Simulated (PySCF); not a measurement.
H₄N, SMILES [NH4+], charge +1. Geometry: B3LYP-D3(BJ)/def2-TZVPD.

TDDFT-PBE0/def2-TZVPD (PySCF) puts the lowest singlet excitations at 15.06, 15.06, 15.06, 16.93, 16.93, 16.93 eV and the lowest triplet (TDA) at 14.09 eV.

What are the lowest singlet roots from EOM-CCSD/aug-cc-pVDZ run with PySCF? (Estimate from the structure and the level; the computed values follow.)

15.54, 15.54, 15.54, 17.63, 17.63, 17.63 eV; triplets 14.45, 14.45, 14.45 eV. S1 differs by 0.47 eV (second minus first; roots are paired by order, and the bases may differ).
